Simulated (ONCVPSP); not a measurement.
Varying the ONCV potential for tantalum

Base potential:

tantalum (Ta), optimised norm-conserving Vanderbilt (ONCV), made with ONCVPSP 4.0.1 (PBE, scalar-relativistic). Core [Kr] 4d10 4f14, reference 5s2 5p6 5d3 6s1 (charge +1). Waves: 5s+6s: rc 1.45 bohr, ncon 4, nbas 8, qcut 7.7 1/bohr, 2 projectors; 5p: rc 1.95 bohr, ncon 5, nbas 9, qcut 8.1 1/bohr, 2 projectors, debl 1.8 Ha; 5d: rc 1.75 bohr, ncon 5, nbas 10, qcut 5.1 1/bohr, 3 projectors, debl 2.6 Ha. Local part: polynomial inside 1.40 bohr (lpopt 4, dvloc0 -1 Ha). Core correction: Teter function, parameters optimised by the program.

All-electron outer shells of the reference configuration (PBE, scalar-relativistic, ld1.x):

| shell | level (eV) | outermost node (bohr) | outermost maximum (bohr) |
| --- | --- | --- | --- |
| 5s | -80.21 | 0.54 | 0.98 |
| 5p | -46.62 | 0.58 | 1.13 |
| 4f | -31.91 | – | 0.44 |
| 6s | -11.62 | 1.32 | 2.68 |
| 5d | -10.49 | 0.65 | 1.56 |

Cutoffs, loose and tight: the cutoffs (Ha) at which the residual kinetic energy of the hardest occupied pseudo-wave falls to 1 and 0.1 mHa per electron. They do not see the model core or the augmentation charge, which bear on the density cutoff. Test errors are all-electron minus pseudo excitation energies from the reference, over the configurations 5s2 5p6 5d3 6s2; 5s2 5p6 5d3 6s0; 5s2 5p6 5d2 6s0; 5s2 5p6 5d2 6s2. A dash means not determined; rows that change the core or the reference have their own tests.

```tsv
change	outcome	cutoff, loose	cutoff, tight	bound ghosts	GHOST(+) flags above zero	largest test error (meV)
base	generated	24 Ha	28 Ha	none	s	-5.7
local potential polynomial inside 1.25 bohr (lpopt 5, dvloc0 0 Ha)	generated	24 Ha	28 Ha	none	s	-5.7
s: rc 1.1; local potential polynomial inside 1.10 bohr (lpopt 4, dvloc0 -1 Ha)	failed: ERROR pspot: first pseudo wave function has node, program will stop	–	–	–	–	–
all radii but the core radius scaled by about 0.87 (s 1.26, p 1.70, d 1.52 bohr); local potential polynomial inside 1.22 bohr (lpopt 4, dvloc0 -1 Ha)	failed: ERROR pspot: first pseudo wave function has node, program will stop	–	–	–	–	–
s: nproj 3	generated	24 Ha	28 Ha	none	s	-5.7
```

Question: What comes out with this change to the base: core correction polynomial model core, fcfact 0.65?

Answer: outcome: generated; cutoff, loose: 24 Ha; cutoff, tight: 28 Ha; bound ghosts: none; GHOST(+) flags above zero: s; largest test error (meV): -35.
